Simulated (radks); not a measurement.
Question: Isoelectronic series with 58 electrons, all held in the configuration [Xe] 4f1 5d1 6s2, which need not be the ground one along the series. Method: scalar-relativistic Kohn-Sham, LDA (Slater exchange, Perdew-Wang correlation), spin-polarised, spherical densities, finite nucleus; open shells are filled with parallel spins first (spin-orbit coupling, left out, can overturn this in heavy ions); Fermi nuclear charge, rms radius of each element as measured or else 0.836 A^(1/3) + 0.57 fm; computed with a radial shooting solver on a logarithmic mesh with Libxc functionals. Total energies (hartree) and orbital eigenvalues (eV) (* marks an orbital that is empty in some or all of the ions):

ion    E (hartree)   5d down*   4f down*      5d up    6s down
Ce      -8853.4818    -2.8618    -5.1658    -3.4199    -3.6944
Pr+     -9229.6084   -11.2500   -20.7862   -11.9148   -10.0458
Nd2+    -9614.8564   -21.7600   -39.5759   -22.5059   -17.8636
Pm3+   -10009.2518   -34.0072   -60.9793   -34.8236   -26.9241
Sm4+   -10412.8262   -47.8113   -84.7379   -48.6925   -37.1166
Eu5+   -10825.6673   -63.0673  -110.6990   -64.0095   -48.3752
Gd6+   -11247.8074   -79.7064  -138.7619   -80.7069   -60.6562
Tb7+   -11679.3566   -97.6796  -168.8540   -98.7365   -73.9292
Dy8+   -12120.2510  -116.9511  -200.9219  -118.0628   -88.1715
Ho9+   -12570.7041  -137.4928  -234.9229  -138.6580  -103.3674
Er10+  -13030.6992  -159.2828  -270.8240  -160.5006  -119.5042
Tm11+  -13500.3718  -182.3033  -308.5975  -183.5729  -136.5731
Yb12+  -13979.7117  -206.5401  -348.2215  -207.8607  -154.5667
Lu13+  -14468.8630  -231.9811  -389.6765  -233.3522  -173.4806
Hf14+  -14967.9509  -258.6163  -432.9463  -260.0373  -193.3120
Ta15+  -15477.0009  -286.4373  -478.0173  -287.9078  -214.0583
W16+   -15996.1118  -315.4371  -524.8776  -316.9567  -235.7187
Re17+  -16525.3956  -345.6095  -573.5167  -347.1780  -258.2936
Ir19+  -17614.8319  -409.4529  -676.0958  -411.1181  -306.1904
Pt20+  -18175.1954  -443.1157  -730.0206  -444.8290  -331.5165
Au21+  -18746.1563  -477.9348  -785.6933  -479.6959  -357.7650

Estimate the row of Os18+.

Answer: E (hartree) -17064.9066; 5d down* -376.9497; 4f down* -623.9257; 5d up -378.5666; 6s down -281.7833.
